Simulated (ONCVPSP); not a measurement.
# Li ONCV: all-electron and pseudo phase curves

```
Element                 : lithium
Generator               : ONCVPSP 4.0.1
Type                    : optimised norm-conserving Vanderbilt (ONCV)
Functional              : LDA (Perdew-Wang 92)
Relativity              : scalar-relativistic
Frozen core             : [He]
Valence charge          : 1
Reference configuration : 2s1
Partial waves           : 2s: rc 2.05 bohr, ncon 4, nbas 9, qcut 3.9 1/bohr, 2 projectors, debl 0.9 Ha; p scattering state at 0.41 Ha: rc 2.05 bohr, ncon 4, nbas 7, qcut 3.7 1/bohr, 2 projectors, debl 0.9 Ha
Local potential         : polynomial inside 1.35 bohr (lpopt 5, dvloc0 0 Ha)
Core correction         : none
```

The phase is arctan(r·R′/R) of the radial function R(r), unwrapped; energies in Ha, scanned from -2 to 5 Ha. A pole is an energy at which the radial function vanishes at the test radius. The pseudo phase is shifted by a multiple of π to meet the all-electron one at the reference energy, and phase errors are pseudo minus all-electron; the curves can meet again beyond the range given. Levels narrower than the energy grid can be missing from the lists of poles.

Problem. For each channel, where are the poles, and over which energies does the pseudopotential scatter like the atom?

Solution.

| channel | radius (bohr) | reference energy (Ha) | poles, all-electron | poles, pseudo | unbroken range about the reference energy with phases within 0.05 rad | phase error 1 Ha above the reference energy (rad) |
| --- | --- | --- | --- | --- | --- | --- |
| s | 2.08 | -0.11 | -1.86, 1.74 | 1.66, 3.35 | -1.6 to 1.9 | -0.000 |
| p | 2.08 | 0.41 | 1.20 | 1.20 | the whole range | -0.000 |

Phases in the p channel:

```json
{"E (Ha)": "-1.98", "all-electron": "1.247", "pseudo": "1.247"}
{"E (Ha)": "-1.80", "all-electron": "1.226", "pseudo": "1.225"}
{"E (Ha)": "-1.62", "all-electron": "1.200", "pseudo": "1.200"}
{"E (Ha)": "-1.44", "all-electron": "1.168", "pseudo": "1.168"}
{"E (Ha)": "-1.26", "all-electron": "1.129", "pseudo": "1.128"}
{"E (Ha)": "-1.08", "all-electron": "1.077", "pseudo": "1.077"}
{"E (Ha)": "-0.90", "all-electron": "1.008", "pseudo": "1.008"}
{"E (Ha)": "-0.72", "all-electron": "0.909", "pseudo": "0.909"}
{"E (Ha)": "-0.54", "all-electron": "0.761", "pseudo": "0.761"}
{"E (Ha)": "-0.36", "all-electron": "0.525", "pseudo": "0.524"}
{"E (Ha)": "-0.18", "all-electron": "0.146", "pseudo": "0.146"}
{"E (Ha)": "0.00", "all-electron": "-0.350", "pseudo": "-0.350"}
{"E (Ha)": "0.18", "all-electron": "-0.784", "pseudo": "-0.784"}
{"E (Ha)": "0.36", "all-electron": "-1.070", "pseudo": "-1.070"}
{"E (Ha)": "0.54", "all-electron": "-1.249", "pseudo": "-1.249"}
{"E (Ha)": "0.72", "all-electron": "-1.370", "pseudo": "-1.370"}
{"E (Ha)": "0.90", "all-electron": "-1.458", "pseudo": "-1.458"}
{"E (Ha)": "1.08", "all-electron": "-1.528", "pseudo": "-1.528"}
{"E (Ha)": "1.26", "all-electron": "-1.590", "pseudo": "-1.590"}
{"E (Ha)": "1.44", "all-electron": "-1.648", "pseudo": "-1.648"}
{"E (Ha)": "1.62", "all-electron": "-1.710", "pseudo": "-1.710"}
{"E (Ha)": "1.80", "all-electron": "-1.780", "pseudo": "-1.780"}
{"E (Ha)": "1.98", "all-electron": "-1.871", "pseudo": "-1.871"}
{"E (Ha)": "2.16", "all-electron": "-2.004", "pseudo": "-2.005"}
{"E (Ha)": "2.34", "all-electron": "-2.228", "pseudo": "-2.232"}
{"E (Ha)": "2.52", "all-electron": "-2.656", "pseudo": "-2.668"}
{"E (Ha)": "2.70", "all-electron": "-3.333", "pseudo": "-3.353"}
{"E (Ha)": "2.88", "all-electron": "-3.877", "pseudo": "-3.893"}
{"E (Ha)": "3.06", "all-electron": "-4.164", "pseudo": "-4.175"}
{"E (Ha)": "3.24", "all-electron": "-4.319", "pseudo": "-4.328"}
{"E (Ha)": "3.42", "all-electron": "-4.415", "pseudo": "-4.422"}
{"E (Ha)": "3.60", "all-electron": "-4.480", "pseudo": "-4.486"}
{"E (Ha)": "3.78", "all-electron": "-4.528", "pseudo": "-4.534"}
{"E (Ha)": "3.96", "all-electron": "-4.565", "pseudo": "-4.570"}
{"E (Ha)": "4.14", "all-electron": "-4.595", "pseudo": "-4.600"}
{"E (Ha)": "4.32", "all-electron": "-4.620", "pseudo": "-4.625"}
{"E (Ha)": "4.50", "all-electron": "-4.642", "pseudo": "-4.647"}
{"E (Ha)": "4.68", "all-electron": "-4.661", "pseudo": "-4.667"}
{"E (Ha)": "4.86", "all-electron": "-4.679", "pseudo": "-4.685"}
```
